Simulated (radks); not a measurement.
Valence configurations of Rh III (all share [Kr]). Method: Dirac Kohn-Sham, PBEsol, spin-unpolarised, spherical densities, finite nucleus; open shells are shared between the two j in proportion to 2j + 1; Fermi nuclear charge, rms radius 4.4945 fm; computed with a radial shooting solver on a logarithmic mesh with Libxc functionals. Energies are relative to 4d7; eigenvalues in eV.

| valence | E (eV) | e(4d3/2) | e(4d5/2) | e(5p1/2) | e(5p3/2) | e(5s1/2) |
|---|---|---|---|---|---|---|
| 4d7 | 0.000 | -26.002 | -25.554 | - | - | - |
| 4d6.5 5s0.5 | 3.301 | -27.815 | -27.352 | - | - | -20.467 |
| 4d6 5p1 | 13.446 | -30.834 | -30.351 | -15.988 | -15.543 | - |
| 4d6 5s1 | 7.078 | -29.668 | -29.190 | - | - | -21.336 |
| 4d6.5 5p0.5 | 6.375 | -28.411 | -27.946 | -14.970 | -14.555 | - |
| 4d5 5s2 | 16.157 | -33.475 | -32.963 | - | - | -23.021 |
| 4d5.5 5p1.5 | 21.239 | -33.265 | -32.763 | -16.947 | -16.472 | - |
| 4d5.5 5s1 5p0.5 | 14.633 | -32.134 | -31.637 | -16.297 | -15.830 | -22.560 |

NIST lists [Kr] 4d7 as the ground configuration; this level of theory agrees among the configurations tried. The energies are those of spherical spin-averaged densities, not of single terms.
